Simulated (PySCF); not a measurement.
Species: C6H6O2PS (charge -1).
Structure used (PBE0-D3(BJ)/def2-SVP), in Å, numbered top down from 1:
```xyz
16
C6H6O2PS angstrom
C     -2.956    0.455    0.677
C     -2.013   -0.490    0.643
P     -1.073   -0.839   -0.897
O     -1.517    0.161   -1.937
O     -1.027   -2.336   -1.071
C      0.632   -0.340   -0.385
C      1.246    0.885   -0.490
C      2.589    0.889   -0.018
C      2.983   -0.346    0.441
S      1.718   -1.501    0.283
H     -3.578    0.646    1.561
H     -3.121    1.060   -0.222
H     -1.817   -1.126    1.516
H      0.718    1.740   -0.917
H      3.244    1.764   -0.024
H      3.957   -0.628    0.843
```

Level: PBE0/pcSseg-1 in PySCF, non-relativistic, on one gas-phase PBE0-D3(BJ)/def2-SVP geometry that isn't relaxed in the solvent. The solvent is an IEF-PCM continuum (van der Waals radii × 1.2). Specific hydrogen bonds and non-electrostatic terms are outside this model.

```json
{"run": "gas", "E − E(gas) (kcal/mol)": "0.00", "HOMO (eV)": "-2.55", "HOMO–LUMO gap (eV)": "5.42"}
{"run": "P", "E − E(gas) (kcal/mol)": "-32.30", "HOMO (eV)": "-4.91", "HOMO–LUMO gap (eV)": "5.76"}
{"run": "Q", "E − E(gas) (kcal/mol)": "-61.09", "HOMO (eV)": "-6.63", "HOMO–LUMO gap (eV)": "5.95"}
```

Q: The runs were made in benzene and dimethylsulfoxide. Which run belongs to which solvent?

A: P = benzene, Q = dimethylsulfoxide. The dielectric constants are 2.271 (benzene), 46.83 (dimethylsulfoxide), and the energy falls further as ε rises. In this model the ground state sees the solvent through ε alone.

Q: How constant is the ratio of the lowering to 1 − 1/ε?

A: 
```tsv
solvent	1 − 1/ε	E − E(gas) (kcal/mol)	ratio (kcal/mol)	polarisation term (kcal/mol)
benzene	0.560	-32.30	-57.7	-33.37
dimethylsulfoxide	0.979	-61.09	-62.4	-66.53
```

The ratio changes by +8.1 % in size from benzene to dimethylsulfoxide. The polarisation term is half the interaction of the solute with the induced surface charges.
